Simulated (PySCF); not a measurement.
C4H3Cl2F, SMILES FC(/C=C\Cl)=C/Cl.

Coordinates come from a PBE-D3(BJ)/def2-SVP optimisation. The structure was generated by enumeration; whether it is a known compound was not checked. The values are those of a single conformer.

All values below come from PBE-D3(BJ)/def2-SVP in PySCF.

Frequencies are harmonic and unscaled.

Computed vibrational spectrum:
```
mode  ν (cm⁻¹)  IR (km/mol)  moving atoms (share of kinetic energy)
----  --------  -----------  --------------------------------------
1           48          0.4          C 41 %, Cl 40 %, F 10 %, H 9 %
2          130          0.7                 Cl 46 %, C 26 %, F 25 %
3          174          0.2                 Cl 77 %, C 12 %, F 10 %
4          240          1.2         C 57 %, F 21 %, H 11 %, Cl 10 %
5          304          2.9                          C 69 %, H 24 %
6          352          3.2                 C 43 %, F 41 %, Cl 12 %
7          438          0.1                 Cl 39 %, F 38 %, C 21 %
8          592         13.1                          C 65 %, H 32 %
9          698         13.6                                  C 82 %
10         717         18.3                         C 68 %, Cl 21 %
11         739         19.0                          H 67 %, C 32 %
12         750         39.0                          H 61 %, C 37 %
13         839        106.3                 C 69 %, H 14 %, Cl 11 %
14         913          0.0                          H 80 %, C 20 %
15         930         46.9                  C 51 %, H 22 %, F 19 %
16        1151         66.0                   H 72 %, C 19 %, F 8 %
17        1196          7.0                          H 87 %, C 11 %
18        1273          0.8                          H 63 %, C 33 %
19        1368         74.1                          C 67 %, H 28 %
20        1587         11.1                                  C 96 %
21        1652         25.0                                  C 95 %
22        3122          8.3                                  H 92 %
23        3143          2.7                           H 91 %, C 9 %
24        3161         15.1                           H 92 %, C 8 %
```
